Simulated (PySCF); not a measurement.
## Dipole moment and polarisability across levels of theory

CH₁₀BPSi₂.
SMILES: `[SiH3]PBC[SiH3]`

PySCF, dipoles from the SCF density, polarisabilities from static response with core orbitals frozen. Geometry: PBE0-D3(BJ)/def2-SVP, one conformer, isolated molecule.

Problem. Compare the levels for these properties.

Solution. 

| level | μ (D) | α (Å³) | anisotropy (Å³) |
| --- | --- | --- | --- |
| LDA/def2-SVPD | 1.218 | 18.35 | 9.57 |
| PBE/def2-SVPD | 1.208 | 17.89 | 9.21 |
| B3LYP/def2-SVPD | 1.200 | 17.23 | 8.21 |
| PBE0/def2-SVPD | 1.260 | 17.14 | 8.19 |
| BHandHLYP/def2-SVPD | 1.256 | 16.50 | 7.25 |
| CAM-B3LYP/def2-SVPD | 1.241 | 16.88 | 7.61 |
| wB97X-D/def2-SVPD | 1.303 | 16.88 | 7.61 |
| LC-wPBE/def2-SVPD | 1.337 | 16.45 | 7.18 |
| HF/def2-SVPD | 1.395 | 15.70 | 6.10 |
| PBE0/6-31G* | 1.527 | 14.27 | 7.51 |
| PBE0/def2-SVP | 1.369 | 15.08 | 7.58 |
| PBE0/def2-TZVP | 1.281 | 16.61 | 8.11 |

The anisotropy is √(½[(α1 − α2)² + (α2 − α3)² + (α3 − α1)²]). The dipole runs from 1.20 D (B3LYP/def2-SVPD) to 1.53 D (PBE0/6-31G*). No reference polarisability is at hand; against PBE0 in the largest diffuse basis at hand (def2-SVPD) the other PBE0 rows deviate by 6-31G* -17%, def2-SVP -12%, def2-TZVP -3%. In one basis (def2-SVPD) the functionals order the polarisability from HF (lowest) to LDA (highest), a spread of 17%. With PBE0 the polarisability is 15.32 Å³ without diffuse functions (mean of 6-31G*, def2-SVP and def2-TZVP) and 17.14 Å³ with them (def2-SVPD).
